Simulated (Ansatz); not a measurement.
AsH$_{6}$NOSi (`N[SiH2][AsH]O`). Charge 0, multiplicity 1. The geometry is a stationary point of PBE0-D4/def2-TZVP. It is one conformer, not always the lowest.

```xyz
10

N    -0.504    0.151    1.815
Si   -0.603   -0.692    0.321
As    1.247   -0.331   -1.133
O     0.735    1.378   -1.493
H    -0.605    1.154    1.807
H     0.174   -0.133    2.505
H    -1.835   -0.239   -0.374
H    -0.648   -2.153    0.601
H     0.520   -1.008   -2.302
H     1.519    1.872   -1.746
```

Problem. What is the dipole moment at B3LYP/def2-TZVPP? (Best estimate.)

Solution. Computed: 1.74 D, with components (1.39, 0.40, 0.96) D in this frame, pointing from negative to positive charge.

Problem. And with PBE, r2SCAN, ωB97M-V? (An estimate is asked.)

Solution. Ansatz gave: PBE 1.72 D, r2SCAN 1.69 D, ωB97M-V 1.72 D.

Problem. Give the Mulliken charges with B3LYP, r2SCAN, PBE in def2-TZVPP. (Estimate.)

Solution. Ansatz gave: 
```csv
atom,B3LYP,r2SCAN,PBE
N1,-0.40,-0.44,-0.38
Si2,0.38,0.39,0.30
As3,0.17,0.16,0.14
O4,-0.44,-0.44,-0.40
H5,0.14,0.16,0.16
H6,0.14,0.15,0.15
H7,-0.06,-0.07,-0.05
H8,-0.08,-0.08,-0.06
H9,-0.03,-0.03,-0.03
H10,0.18,0.20,0.18
```

B3LYP here is the variant with VWN-RPA as its local correlation; programs differ in this.
